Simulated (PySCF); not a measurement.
Cu(F) anion (CuF), SMILES [F][Cu] (connectivity only; charge and spin as stated), charge -1, multiplicity 2. Atoms are numbered in the order given.

```xyz
2

Cu     0.0000     0.0000    -0.4421
F      0.0000     0.0000     1.4245
```
Charge -1, spin multiplicity 2.

Coordinates come from a PBE-D3(BJ)/def2-TZVPD optimisation. The multiplicity is an assumed one; other spin states were not compared.

Level of theory: M06-2X/def2-TZVPD (PySCF).

Mulliken values depend strongly on the basis, most of all with diffuse functions as here. Atomic charges (e):

```tsv
atom	meta-Löwdin	Mulliken	Mulliken spin
Cu1	-0.09	-0.25	1.08
F2	-0.91	-0.75	-0.08
```
